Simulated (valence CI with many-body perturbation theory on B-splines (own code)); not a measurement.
## Which ion has this spectrum?

A relativistic CI+MBPT calculation for an atom or ion with 15 electrons gives these levels (eV):

| J | Parity | E | g |
| --- | --- | --- | --- |
| 3/2 | odd | 0.00 | 1.33 |
| 3/2 | even | 249.89 | 0.78 |
| 5/2 | even | 374.82 | 1.19 |
| 3/2 | odd | 471.90 | 1.45 |
| 5/2 | odd | 484.51 | 1.18 |
| 1/2 | odd | 501.30 | 0.64 |
| 5/2 | even | 665.92 | 1.45 |
| 3/2 | even | 697.19 | 1.14 |
| 1/2 | even | 700.30 | 2.01 |
| 5/2 | even | 718.67 | 0.96 |
| 1/2 | even | 722.46 | 0.22 |
| 3/2 | even | 723.02 | 0.90 |
| 7/2 | even | 731.95 | 1.01 |
| 5/2 | even | 764.65 | 1.15 |

The energies are calculated, and their last digits are not significant.

(1) Which is it?
A. Pt63+
B. Os61+
C. Au64+
D. Tl66+

Answers

(1) C. Au64+, ground level (3s^2 3p1/2^2 3p3/2) J=3/2.
